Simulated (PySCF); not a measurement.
Write Cartesian coordinates for `N#C[CH2][GeH2][NH2]` as optimised with PBE0-D3(BJ)/def2-SVP.

```xyz
11
C2H6GeN2 angstrom
N     -1.037    2.138   -0.046
C     -1.152    1.003   -0.248
C     -1.209   -0.425   -0.469
Ge     0.370   -1.285    0.361
N      1.796   -0.382   -0.340
H     -1.192   -0.636   -1.549
H     -2.136   -0.841   -0.046
H      0.458   -2.750   -0.096
H      0.191   -1.202    1.894
H      2.708   -0.789   -0.156
H      1.821    0.608   -0.104
```

Any rigid rotation of these coordinates is as good. Atoms count from 1 in this order. Of the pairs four or more bonds apart, C2···H11 is among the closest relative to their van der Waals radii: 3.00 Å, 104 % of the sum of Bondi's values. Ge4 (germanium bonded to C, N and 2 H) is distorted tetrahedral (angles from 104.3° to 116.4°). N5 (nitrogen bonded to Ge and 2 H) is pyramidal (angles 115.7°, 114.3° and 109.0°, sum 339.0°, 0.32 Å off the plane of its three neighbours).

Bonds between heavy atoms (Å): N1≡C2 1.159, C2–C3 1.445, C3–Ge4 1.980, Ge4–N5 1.827.

Computed, not measured: PBE0-D3(BJ)/def2-SVP geometry optimisation, gas phase in PySCF.

Point group: C1 (no symmetry element, even within 0.4 Å). PBE0-D3(BJ)/def2-SVP frequencies: not computed here. One conformer, not necessarily the lowest (C2–C3–Ge4–N5 -54°, C3–Ge4–N5–H -170° and 63°).
